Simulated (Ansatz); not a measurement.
Scan of H₂Ge, singlet: symmetric bend, bond length relaxed. Scanned: H-Ge-H angle. Other coordinates (Ge-H bond length) were minimised at B3LYP/def2-TZVP.

The free coordinates were minimised at B3LYP/def2-TZVP in PySCF; the energy column is full CI/cc-pVDZ, cores with 3d frozen run with Ansatz (an electronic-structure program), in kcal/mol.

```tsv
a / °	Ge-H bond length / Å	E
159.81	1.574	54.8
148.69	1.604	40.5
139.32	1.605	29.2
128.30	1.602	17.8
120.35	1.599	11.1
112.34	1.597	5.8
98.33	1.597	0.5
88.31	1.600	0.0
79.88	1.605	1.9
72.23	1.612	5.6
60	1.627	14.8
```

The scan ran from 180.0 to 60.0; beyond the range shown the relaxed coordinates jump or full CI changes its symmetry label.
